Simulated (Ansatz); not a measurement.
Input file for Ansatz (a program for electronic structure): U-B2PLYP/def2-TZVPP on O (SMILES [O]).

Ansatz 0.2 input:
```yaml
crystal:
  periodic: [false, false, false]
  atoms:
    - {symbol: O, position_ang: [0.00000000, 0.00000000, 0.00000000]}
basis:
  gaussian:
    orbitals: def2-TZVPP
hamiltonian:
  xc: {name: B2PLYP}
magnetization: {spin_polarized: true, initial_magnetization: 2}
correlation: {electrons: outside_noble_gas}
```

Output:

```
WARN ansatz: RAYON_NUM_THREADS=4 ignored (pool sized by the plan → 4); use --threads N
Functional definition: B2PLYP
integrals: 0.00 GiB planned
200 factors; integrals over basis functions are off by at most 1.2e-4 eV
mean field: 0.07 GiB planned
mean field evaluation 1: about -2040.9234 eV, gradient 6.6e0 eV
mean field evaluation 2: about -2040.9241 eV, gradient 6.6e0 eV
mean field evaluation 4: about -2041.0497 eV, gradient 4.7e-1 eV
mean field evaluation 8: about -2041.0508 eV, gradient 1.8e-3 eV
mean field evaluation 16: about -2041.0508 eV, gradient 1.2e-6 eV
mean field -2041.05079558 eV, -75.0072332636 hartree, gradient 1.2e-6 eV, S^2 2.004916; 0 other end points of the search recorded, 0 dependent functions left out
1 core orbitals not correlated
reference -2041.05086359 eV, -75.0072357631 hartree; 4, 2 occupied and 26, 28 virtual orbitals, 200 factors
second order -4.50190228 eV of doubles, -0.00000000 eV of singles
Total energy: -2042.26637721 eV, -75.0519050645 hartree
```

Self-consistency was reached.

Cost: very roughly 0.4 core-seconds.
